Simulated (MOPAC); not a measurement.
Input file for MOPAC: PM7 on CaH, 2S+1 = 2, a spin state set in the input, which need not be the lowest, a point of a bond scan (R = 1.902 Å).

```
PM7 1SCF PRECISE CHARGE=0 UHF MS=0.5 THREADS=1
CaH

H      0.00000000 1     0.00000000 1     0.00000000 1
Ca     0.00000000 1     0.00000000 1     1.90207500 1
```

Program output:

```
*******************************************************************************
 **                                                                           **
 **                              MOPAC v23.2.5                                **
 **                                                                           **
 *******************************************************************************
 ** MOPAC's Digital Object Identifier: https://doi.org/10.5281/zenodo.6511958 **
 **                                                                           **
 ** Please cite the open-source release paper for use of this MOPAC version:  **
 ** J. E. Moussa and J. J. P. Stewart (2026)                                  **
 ** MOPAC: An open-source semiempirical molecular orbital program             **
 ** J. Open Source Softw., 11(119), 8025, https://doi.org/10.21105/joss.08025 **
 *******************************************************************************

                              PM7 CALCULATION RESULTS

 *******************************************************************************
 *  PM7        - The PM7 Hamiltonian to be used
 *  UHF        - UNRESTRICTED HARTREE-FOCK CALCULATION
 *
 *
 *
 *                 CHARGE ON SYSTEM = 0
 *
 *
 *
 *  MS=        - IN MECI, MAGNETIC COMPONENT OF SPIN =  0.5
 *  PRECISE    - TIGHTER CRITERIA TO BE USED
 *  1SCF       - DO 1 SCF AND THEN STOP
 *  THREADS=1  - MULTI-THREADING NOT USED
 *  T=         - A TIME OF 172800.0 SECONDS REQUESTED
 *  DUMP=N     - RESTART FILE WRITTEN EVERY 7200.0 SECONDS REQUESTED
 *******************************************************************************
PM7 1SCF PRECISE CHARGE=0 UHF MS=0.5 THREADS=1
 CaH

   ATOM   CHEMICAL          X               Y               Z
  NUMBER   SYMBOL      (ANGSTROMS)     (ANGSTROMS)     (ANGSTROMS)

     1       H          0.00000000  *   0.00000000  *   0.00000000  *
     2      Ca          0.00000000  *   0.00000000  *   1.90207500  *



          CARTESIAN COORDINATES

    NO.       ATOM           X           Y           Z

     1         H          0.0000      0.0000      0.0000
     2        Ca          0.0000      0.0000      1.9021

 General Reference for PM7:
 "Optimization of Parameters for Semiempirical Methods VI: More Modifications to the
 NDDO Approximations and Re-optimization of Parameters", J. J. P. Stewart, J. Mol. Mod., 1:32, 19 (2013)
 https://link.springer.com/article/10.1007/s00894-012-1667-x

           Empirical Formula: H Ca  =     2 atoms



      MOLECULAR POINT GROUP   :   C*v


          UHF CALCULATION, NO. OF ALPHA ELECTRONS =    2
                           NO. OF BETA  ELECTRONS =    1

 -------------------------------------------------------------------------------
 PM7 1SCF PRECISE CHARGE=0 UHF MS=0.5 THREADS=1
 CaH



     1SCF WAS SPECIFIED, SO BFGS WAS NOT USED
     SCF FIELD WAS ACHIEVED


                              PM7 CALCULATION
                                                       MOPAC v23.2.5 Linux




          FINAL HEAT OF FORMATION =         71.97912 KCAL/MOL =     301.16064 KJ/MOL


          COSMO AREA              =         82.79 SQUARE ANGSTROMS
          COSMO VOLUME            =         70.63 CUBIC ANGSTROMS

          IONIZATION POTENTIAL    =          5.141533 EV
          ALPHA SOMO LUMO (EV)    =         -5.142  0.584
          BETA  SOMO LUMO (EV)    =         -9.997  0.874
          NO. OF ALPHA ELECTRONS  =          2
          NO. OF BETA  ELECTRONS  =          1
          MOLECULAR WEIGHT        =         41.0879         POINT GROUP:  C*v

          MOLECULAR DIMENSIONS (Angstroms)

            Atom       Atom       Distance
           Ca     2    H     1     1.90207
           Ca     2    H     1     0.00000
            H     1   Ca     2     0.00000


          SCF CALCULATIONS        =          1





   ATOM   CHEMICAL          X               Y               Z
  NUMBER   SYMBOL      (ANGSTROMS)     (ANGSTROMS)     (ANGSTROMS)

     1       H          0.00000000  *   0.00000000  *   0.00000000  *
     2      Ca          0.00000000  *   0.00000000  *   1.90207500  *

                             CARTESIAN COORDINATES

   1    H        0.000000000     0.000000000     0.000000000
   2   Ca        0.000000000     0.000000000     1.902075000


           Empirical Formula: H Ca  =     2 atoms



      MOLECULAR POINT GROUP   :   C*v


          ALPHA EIGENVALUES
 -10.75527  -5.14153   0.58407   0.58407   3.41951


           BETA EIGENVALUES
  -9.99670   0.87416   0.87416   1.17287   3.56179


              NET ATOMIC CHARGES AND DIPOLE CONTRIBUTIONS

  ATOM NO.   TYPE          CHARGE      No. of ELECS.   s-Pop       p-Pop
    1          H          -0.122691        1.1227     1.12269
    2         Ca           0.122691        1.8773     1.05689     0.82042
 DIPOLE           X         Y         Z       TOTAL
 POINT-CHG.     0.000     0.000     1.121     1.121
 HYBRID         0.000     0.000    -0.814     0.814
 SUM            0.000     0.000     0.307     0.307


          ATOMIC ORBITAL ELECTRON POPULATIONS

     Atom    s        px        py        pz
    1  H   1.12269
    2 Ca   1.05689   0.00000   0.00000   0.82042


                    (SZ)    =    0.500000
                    (S**2)  =    0.750150


          ATOMIC ORBITAL SPIN POPULATIONS

    Atom   Total    s     px     py     pz
         Atomic
    1  H  0.0408  0.041
    2 Ca  0.9592  0.247  0.000  0.000  0.712

 **********************
 *                    *
 * JOB ENDED NORMALLY *
 *                    *
 **********************




 == MOPAC DONE ==
```

The run finished.

Cost: around 0.03 core-seconds (rough).
